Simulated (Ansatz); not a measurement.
C2H8BNSi (`N[SiH]1BCC1`), relaxed with RKS PBE0-D4/def2-TZVP in Ansatz from a PBE-D4/def2-SVP geometry. The force threshold is 0.005 eV/Å; the program also tests the step.

The species carries charge 0 and has multiplicity 1.

Start:

```xyz
13

N     1.395    1.883   -0.665
Si    0.812    0.337   -0.112
B    -0.268   -1.123   -1.018
C    -1.022   -1.277    0.372
C    -0.805    0.160    0.941
H     0.959    2.362   -1.454
H     2.387    2.112   -0.595
H     1.951   -0.266    0.678
H    -0.548   -1.619   -2.094
H    -0.442   -2.022    0.971
H    -2.068   -1.655    0.363
H    -0.763    0.259    2.045
H    -1.589    0.849    0.566
```

Question: How much energy does the relaxation release, and in how many steps? (Best estimate.)

Answer: Computed: 1.54 kcal/mol, in 16 steps, 3 of them rejected.

Question: Which bonds change most? (An estimate is asked.)

Answer: Computed: N1–Si2 from 1.742 to 1.713 Å; Si2–C5 from 1.937 to 1.911 Å; B3–H9 from 1.217 to 1.195 Å; Si2–H8 from 1.512 to 1.494 Å.

Question: Give the relaxed structure. (An estimate is asked.)

Answer: The calculation gave: 
```xyz
13

N     1.462    1.745   -0.807
Si    0.817    0.305   -0.138
B    -0.285   -1.123   -1.027
C    -1.015   -1.251    0.367
C    -0.763    0.177    0.929
H     0.950    2.317   -1.456
H     2.203    2.254   -0.357
H     1.930   -0.317    0.640
H    -0.556   -1.648   -2.066
H    -0.445   -1.989    0.953
H    -2.053   -1.597    0.380
H    -0.712    0.265    2.015
H    -1.534    0.863    0.567
```
